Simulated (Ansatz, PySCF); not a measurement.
System: CH₃BO, charge 0, multiplicity 1. 
Structure (B3LYP-D3(BJ)/def2-TZVP (Ansatz, a quantum-chemistry and plane-wave program) minimum search):
```
B
H 1 1.2065
H 1 1.2065 2 113.74
H 1 1.2065 2 113.74 3 -132.37
C 1 1.5197 2 104.76 4 -113.81
O 5 1.1287 2 147.44 1 180.00
```
Charge 0, spin multiplicity 1.

Total electronic energies in hartree. Correlated levels leave the core frozen unless marked. Spin-orbit coupling is left out. No relativistic terms. CBS marks a two-point X^-3 extrapolation of the correlation energy; Hartree-Fock from the larger set.

| level | program | energy (Eh) |
|---|---|---|
| HF/cc-pVQZ | Ansatz | -139.20205 |
| RI-HF/aug-cc-pVTZ | Ansatz | -139.19292 |
| RI-HF/aug-cc-pVQZ | Ansatz | -139.20219 |
| RI-HF/cc-pVQZ | Ansatz | -139.20194 |
| TPSS-D4/def2-TZVPD | PySCF + dftd4 | -140.05832 |
| PBE0-D4/def2-TZVP | Ansatz + dftd4 | … |
| TPSSh/def2-TZVPD | PySCF | -140.03630 |
| r2SCAN0-D4/def2-TZVPD | Ansatz + dftd4 | -139.92252 |
| PW6B95-D3(BJ)/def2-TZVPD | PySCF + dftd3 | -140.19779 |
| MN15-D3(BJ)/def2-TZVPD | PySCF + dftd3 | -139.86719 |
| MN15/def2-TZVPD | PySCF | -139.86718 |
| LC-wPBE/def2-TZVPD | Ansatz | -139.92241 |
| wB97X/def2-TZVPD | Ansatz | … |
| B2GP-PLYP-D3(BJ)/def2-TZVPD | Ansatz + dftd3 | -139.88246 |
| B2PLYP-D3(BJ)/def2-TZVPD | Ansatz + dftd3 | -139.91328 |
| B2PLYP-D4/def2-TZVPD | Ansatz + dftd4 | -139.91285 |
| RPA@PBE/cc-pVTZ | Ansatz | … |
| RPA@PBE/cc-pVQZ | Ansatz | -140.04335 |
| SCS-MP2/cc-pVTZ | Ansatz | -139.68936 |
| CCSD(T)/6-31G | Ansatz | -139.36521 |
| CCSD(T)/aug-cc-pVTZ | Ansatz | -139.74024 |
| CCSD(T) with core electrons/cc-pwCVTZ | Ansatz | -139.88852 |
| CCSD(T)/CBS(cc-pVTZ,cc-pVQZ) | Ansatz | -139.7946 |

### Question
Fill in the missing entries.

### Answer

- PBE0-D4/def2-TZVP, energy (Eh): -139.85572
- wB97X/def2-TZVPD, energy (Eh): -139.98201
- RPA@PBE/cc-pVTZ, energy (Eh): -139.97241
